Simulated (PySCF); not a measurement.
C5H11N2Si (doublet state).
Z-matrix (Å and degrees, GFN2-xTB geometry), rows numbered from 1:
```
C 
C   1  1.5239
Si  2  1.8952  1  111.17
N   3  1.7308  2  109.35  1   176.77
C   4  1.3657  3  132.04  2     6.20
C   5  1.3859  4  108.33  3   177.95
N   6  1.3159  5  112.61  4    -0.15
C   7  1.4196  6  106.22  5     0.10
H   1  1.0872  2  110.62  3   -60.27
H   1  1.0887  2  111.04  3   179.45
H   1  1.0872  2  110.56  3    59.27
H   2  1.0916  1  108.86  3   122.09
H   2  1.0917  1  108.78  3  -122.03
H   3  1.4698  2  111.49  1    58.76
H   3  1.4711  2  111.15  1   -63.92
H   5  1.0703  4  121.45  3    -2.21
H   6  1.0742  5  126.72  4   179.87
H   8  1.0995  4  110.29  3    60.85
H   8  1.0993  4  110.42  3   -56.95
```

The hyperfine couplings belong to this conformer and change with its torsions.

As a line formula: `CC[SiH2]N1C=C[N]C1` [radical].

Method: UKS B3LYP, pcH-1 on C H N Si, non-relativistic, mean-field spin-orbit, GIAO in PySCF. The structure is a single GFN2-xTB conformer in the gas phase; no vibrational or solvent corrections. A GFN2-xTB geometry isn't a minimum of the functional, and hyperfine couplings can be far from their values at a DFT geometry. No stability test was run, so a lower SCF solution isn't excluded.

(1) Where do the isotropic ENDOR lines of C8, C5, C6, N7, H18/H19, H16, H14/H15, H17 and Si3 fall at 1214.1 mT, to first order?

(2) Which pairs are centred on the nuclear Larmor frequency, and which on half the coupling?

(3) At what field would the lower line of H18/H19 fall to zero frequency?

## Answers

(1) For S = 1/2 in fast tumbling each set of equivalent nuclei gives two lines, ν± = |νn ± a/2| to first order, with νn = g_N μN B/h and μN/h = 7.62259 MHz/T.

| nuclei | isotope | g_N | νn (MHz) | a_iso (MHz) | lower line (MHz) | upper line (MHz) |
| --- | --- | --- | --- | --- | --- | --- |
| C8 | 13C | 1.4048 | 13.00 | -32.59 | 3.29 | 29.30 |
| C5 | 13C | 1.4048 | 13.00 | 31.56 | 2.78 | 28.78 |
| C6 | 13C | 1.4048 | 13.00 | -31.18 | 2.59 | 28.59 |
| N7 | 14N | 0.4038 | 3.74 | 17.49 | 5.01 | 12.48 |
| H18/H19 | 1H | 5.5857 | 51.69 | 133.40 | 15.01 | 118.39 |
| H16 | 1H | 5.5857 | 51.69 | -32.69 | 35.35 | 68.04 |
| H14/H15 | 1H | 5.5857 | 51.69 | 11.01 | 46.19 | 57.20 |
| H17 | 1H | 5.5857 | 51.69 | 2.28 | 50.55 | 52.84 |
| Si3 | 29Si | -1.1106 | 10.28 | 8.15 | 6.20 | 14.35 |

The rows for 13C and 29Si, of low natural abundance, apply to labelled samples.

(2) Centred on νn, since |a| < 2νn: H16, H14/H15, H17 and Si3. Centred on |a|/2 and split by 2νn: C8, C5, C6, N7 and H18/H19.

(3) Where νn = |a|/2, that is B = 66.70 MHz/(5.5857 × 7.62259 MHz/T) = 1570 mT, as far as first order holds there.

Couplings of abundant isotopes left out: N4 (7.2 MHz).

Class means assume fast exchange of nuclei equivalent by connectivity; if that motion is slow, each nucleus keeps its own coupling.

Largest spin populations (Mulliken): C5 (+0.47), N7 (+0.42), N4 (+0.17) and C6 (-0.12). Three atoms exceed +0.15.

On one thread, Arm Neoverse V2 (aarch64) (shared host), this took 1.8 min of wall time (with the writing of density and orbital grids) and 1.1 GiB of memory at its peak.
